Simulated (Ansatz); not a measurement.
Bond stretch in AlH, singlet.

Computed with full CI/cc-pVQZ, frozen core run with Ansatz (an electronic-structure program).

Q: Relative to R = 1.66 Å, what are the energies at R = 1.34, 1.49, 2.52, 3.33 Å?

A: 18.2 kcal/mol at 1.34 Å, 3.9 kcal/mol at 1.49 Å, 32.5 kcal/mol at 2.52 Å, 59.5 kcal/mol at 3.33 Å.
